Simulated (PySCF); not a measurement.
## Static response to an electric field

Compound: C5H5F3O.
SMILES with atom numbers: `[CH3:1]/[CH:2]=[CH:3]\[C:4](=[O:5])[C:6]([F:7])([F:8])[F:9]` (hydrogens: H10, H11, H12 on C1; H13 on C2; H14 on C3)

Cartesian coordinates in Å at the GFN2-xTB level; atoms count from 1:
```xyz
14
C5H5F3O angstrom
C     -2.185    0.015   -0.576
C     -1.145    0.983   -0.176
C      0.125    0.706    0.165
C      0.699   -0.625    0.182
O      0.156   -1.688    0.015
C      2.236   -0.588    0.452
F      2.512    0.020    1.620
F      2.876    0.111   -0.502
F      2.782   -1.799    0.494
H     -2.772    0.417   -1.400
H     -2.868   -0.136    0.262
H     -1.763   -0.948   -0.844
H     -1.452    2.022   -0.160
H      0.797    1.509    0.431
```

Level: CAM-B3LYP/def2-SVPD (PySCF), static field, nuclei fixed, core orbitals frozen in the response. The polarisability tensor in these axes (au):

```
x   83.92 -7.36  8.04
y   -7.36 67.18 -0.67
z    8.04 -0.67 50.76
```

Question: Give the principal values, the mean and the anisotropy Δα = √{½[(α1 − α2)² + (α2 − α3)² + (α1 − α3)²]}.

Answer: Principal values 48.85, 64.70 and 88.31 au; mean 67.29 au = 9.97 Å³ = 11.09 × 10⁻⁴⁰ C²·m²/J; Δα = 34.39 au (51 % of the mean).

Question: What is the dipole moment, and where does it point?

Answer: (-2.78, 2.82, -0.40) D, 3.98 D in size, pointing from the negative to the positive side. Measured along this direction, the outermost atoms are F9 at the negative end and H13 and H10 at the positive end.

Question: In a dilute gas of rigid molecules at 298 K, how does the orientational term μ²/3kT compare with the electronic polarisability?

Answer: In Gaussian units μ²/3kT = 128.14 Å³ against 9.97 Å³, a ratio of 12.85; the Debye molar polarisation (4π/3)N_A(α + μ²/3kT) is 348.4 cm³/mol, leaving out the vibrational part.

Question: Give the principal axes and the span of the nuclei along them.

Answer: Largest value along (0.92, -0.33, 0.20), where the nuclei span 6.24 Å; middle along (0.31, 0.94, 0.13), 3.27 Å; least along (-0.23, -0.06, 0.97), 2.15 Å. The response follows the extents in order.

Question: Estimate the molar refractivity from the static electronic polarisability.

Answer: Lorentz–Lorenz: R = (4π/3)N_A α = 2.5225 cm³/(mol·Å³) × 9.97 Å³ = 25.2 cm³/mol, in the limit of long wavelengths.

Question: Find the Langevin capture rate constant for NH4+ (18.034 u) meeting this molecule (138.029 u), k = 2.342 × 10⁻⁹ cm³/s × √(α in Å³ / reduced mass in u).

Answer: The reduced mass is 15.95 u, so k = 1.85 × 10⁻⁹ cm³/s. The formula leaves out the permanent dipole, which adds to the capture rate.

Question: What depolarisation ratio follows for Rayleigh scattering of linearly polarised light, taking the static tensor?

Answer: ρ = 3Δα²/(45ᾱ² + 4Δα²) = 3548.3/(203748 + 4731.1) = 0.017.

One conformer (not necessarily the lowest) at the GFN2-xTB geometry, without solvent, vibrations or thermal averaging.

These values come from a run that also computed excited states. Hardware: Arm Neoverse V2, one thread, on a shared host. Cost: 61 s, 1.1 GiB resident at most.
